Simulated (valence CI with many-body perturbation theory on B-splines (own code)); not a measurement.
# Sc7+: electric-dipole lines

Calculated by relativistic CI+MBPT: four valence electrons over a frozen Dirac-Fock core [Ne], a basis of 11 s, 11 p, 10 d, 8 f, 5 g, 2 h functions for each j, with the one-electron correlation potential Σ1 (screened to all orders), the two-electron term Σ2, the three-electron term Σ3, Breit, model QED; selected single and double excitations, second order for the rest, scaled by the run's own slope (own B-spline code, finite nucleus).

Set against measurement, 25 paired levels are off by 139 cm⁻¹ on average, the worst by 511. These come from a selection out of Sugar and Corliss, J. Phys. Chem. Ref. Data 9, 473 (1980). Levels without a partner in it may be off by more. Among the levels kept, up to 620 cm⁻¹ of a level comes from second order outside the variational space, and about a tenth of that is noise between levels of different J, which matters for small intervals.

Lines 101 to 150 of 550 in falling wavelength, among levels below 93.801 eV, chosen from the strongest by gf and those to the six lowest levels. Wavelengths and rates use the calculated energies, so an error of 100 cm⁻¹ moves a line at 481.1 Å by 0.048 % and its rate by three times that or more. Electric multipoles are in the length gauge, E1 and E2 with the static RPA response of the core. Weak lines are less certain than strong ones. Lines between different terms over intervals too small for the method are left out, as are lines whose strength nearly cancels. Where a level lies close to another of its J and parity, the split of strength between their lines is uncertain. The highest levels of a list are the least certain.

Names give the largest LS component (configuration and term), which can be under half, so a name can repeat, a term be missing and a line seem to break the LS rules; names also repeat where a configuration has a term twice. Letters in brackets count levels of one name in rising energy.

| λ vac (Å) | λ from measured levels | Upper | Lower | A (s⁻¹) | S (a.u.) |
| --- | --- | --- | --- | --- | --- |
| 482.6 |  | 3p3.3d 3F°_2 [a] | 3s.3p2.3d 3F_2 [a] | 1.59e+09 | 4.40e-01 |
| 481.7 |  | 3p3.3d 3D°_3 [c] | 3s.3p2.3d 3F_4 [c] | 7.12e+08 | 2.75e-01 |
| 481.1 | 481.3 | 3s.3p3 3P°_1 | 3s2.3p2 3P_0 | 6.11e+08 | 1.01e-01 |
| 480.0 |  | 3p3.3d 3D°_3 [a] | 3s.3p2.3d 3F_4 [a] | 1.78e+09 | 6.81e-01 |
| 477.7 |  | 3p3.3d 3D°_1 [b] | 3s.3p2.3d 3F_2 [c] | 1.61e+09 | 2.60e-01 |
| 476.1 |  | 3p3.3d 3D°_2 [a] | 3s.3p2.3d 3F_3 [a] | 1.80e+09 | 4.78e-01 |
| 474.9 |  | 3p4 3P_1 | 3s.3p3 3D°_2 | 2.41e+09 | 3.83e-01 |
| 474.7 |  | 3s.3p2.3d 3F_3 [c] | 3s2.3p.3d 3D°_2 | 3.72e+09 | 1.38e+00 |
| 474.3 |  | 3s.3p2.3d 3F_2 [c] | 3s2.3p.3d 3D°_1 | 3.72e+09 | 9.78e-01 |
| 473.8 |  | 3s.3p2.3d 3F_4 [c] | 3s2.3p.3d 3D°_3 | 4.74e+09 | 2.24e+00 |
| 472.8 |  | 3p3.3d 3D°_1 [a] | 3s.3p2.3d 3F_2 [a] | 2.37e+09 | 3.71e-01 |
| 471.2 |  | 3s.3p2.3d 1P_1 [b] | 3s2.3p.3d 1P°_1 | 1.82e+09 | 2.82e-01 |
| 470.4 |  | 3p3.3d 3F°_4 [b] | 3s.3p2.3d 3D_3 [a] | 1.66e+09 | 7.69e-01 |
| 470.4 |  | 3p3.3d 3D°_3 [c] | 3s.3p2.3d 3D_3 [c] | 1.15e+09 | 4.15e-01 |
| 470.0 |  | 3s.3p.3d2 3F°_4 | 3s.3p2.3d 3D_3 [c] | 5.25e+08 | 2.42e-01 |
| 470.0 |  | 3p3.3d 3F°_3 [b] | 3s.3p2.3d 3D_2 [a] | 1.73e+09 | 6.21e-01 |
| 468.9 |  | 3p3.3d 3F°_2 [b] | 3s.3p2.3d 3D_1 [a] | 1.66e+09 | 4.21e-01 |
| 468.7 |  | 3s.3p.3d2 3F°_2 | 3s.3p2.3d 3D_1 [c] | 9.02e+08 | 2.29e-01 |
| 468.5 |  | 3s.3p.3d2 3F°_3 | 3s.3p2.3d 3D_2 [c] | 5.82e+08 | 2.07e-01 |
| 463.3 |  | 3p3.3d 3P°_2 [b] | 3s.3p2.3d 3D_3 [a] | 2.44e+09 | 5.99e-01 |
| 459.4 | 459.7 | 3s.3p3 3S°_1 | 3s2.3p2 1S_0 | 1.15e+08 | 1.65e-02 |
| 456.6 |  | 3p3.3d 3P°_1 [c] | 3s.3p2.3d 3D_2 [a] | 2.49e+09 | 3.51e-01 |
| 451.1 |  | 3p3.3d 3F°_4 [b] | 3s.3p2.3d 3G_5 | 3.59e+09 | 1.46e+00 |
| 450.4 |  | 3p3.3d 3F°_3 [b] | 3s.3p2.3d 3G_4 | 3.49e+09 | 1.10e+00 |
| 449.3 |  | 3p3.3d 3F°_2 [b] | 3s.3p2.3d 3G_3 | 3.70e+09 | 8.27e-01 |
| 448.3 | 448.2 | 3s.3p3 1D°_2 | 3s2.3p2 3P_2 | 7.74e+06 | 1.72e-03 |
| 447.4 |  | 3p3.3d 3G°_5 | 3s.3p2.3d 3F_4 [a] | 1.37e+09 | 6.66e-01 |
| 444.9 |  | 3p3.3d 3G°_4 | 3s.3p2.3d 3F_3 [a] | 1.32e+09 | 5.17e-01 |
| 443.4 |  | 3p3.3d 3G°_3 | 3s.3p2.3d 3F_2 [a] | 1.33e+09 | 3.99e-01 |
| 441.8 | 441.8 | 3s.3p3 1D°_2 | 3s2.3p2 3P_1 | 9.81e+06 | 2.09e-03 |
| 440.9 | 441.2 | 3s.3p3 1P°_1 | 3s2.3p2 1S_0 | 1.95e+09 | 2.48e-01 |
| 434.3 |  | 3p3.3d 5D°_3 | 3s.3p2.3d 5D_4 | 1.74e+09 | 4.94e-01 |
| 434.2 |  | 3p3.3d 1D°_2 [b] | 3s.3p2.3d 1P_1 [a] | 1.83e+09 | 3.70e-01 |
| 433.9 |  | 3p3.3d 5D°_4 | 3s.3p2.3d 5D_4 | 4.03e+09 | 1.46e+00 |
| 433.9 |  | 3s.3p2.3d 3D_3 [d] | 3s2.3p.3d 3D°_3 | 3.80e+09 | 1.07e+00 |
| 433.3 |  | 3p3.3d 5D°_2 | 3s.3p2.3d 5D_3 | 2.97e+09 | 5.97e-01 |
| 432.9 |  | 3p3.3d 5D°_3 | 3s.3p2.3d 5D_3 | 2.13e+09 | 5.98e-01 |
| 432.6 |  | 3p3.3d 5D°_1 | 3s.3p2.3d 5D_2 | 3.98e+09 | 4.77e-01 |
| 432.5 |  | 3p3.3d 5D°_4 | 3s.3p2.3d 5D_3 | 1.07e+09 | 3.84e-01 |
| 432.3 |  | 3p3.3d 5D°_2 | 3s.3p2.3d 5D_2 | 9.82e+08 | 1.96e-01 |
| 432.0 |  | 3p3.3d 5D°_0 | 3s.3p2.3d 5D_1 | 6.35e+09 | 2.53e-01 |
| 431.9 |  | 3p3.3d 5D°_3 | 3s.3p2.3d 5D_2 | 1.70e+09 | 4.73e-01 |
| 431.6 |  | 3p3.3d 5D°_2 | 3s.3p2.3d 5D_1 | 2.03e+09 | 4.03e-01 |
| 431.6 |  | 3p3.3d 5D°_1 | 3s.3p2.3d 5D_0 | 1.94e+09 | 2.31e-01 |
| 430.4 |  | 3s.3p2.3d 3D_2 [d] | 3s2.3p.3d 3D°_2 | 4.16e+09 | 8.19e-01 |
| 430.0 |  | 3s.3p2.3d 3F_4 [b] | 3s2.3p.3d 3F°_4 | 2.15e+09 | 7.59e-01 |
| 429.2 |  | 3s.3p.3d2 3F°_3 | 3s.3p2.3d 3F_4 [b] | 7.12e+08 | 1.95e-01 |
| 429.1 |  | 3s.3p2.3d 3F_3 [b] | 3s2.3p.3d 3F°_3 | 2.17e+09 | 5.93e-01 |
| 428.3 |  | 3s.3p2.3d 3F_2 [b] | 3s2.3p.3d 3F°_2 | 2.65e+09 | 5.14e-01 |
| 427.3 |  | 3p3.3d 1D°_2 [c] | 3s.3p2.3d 1P_1 [a] | 2.06e+09 | 3.96e-01 |
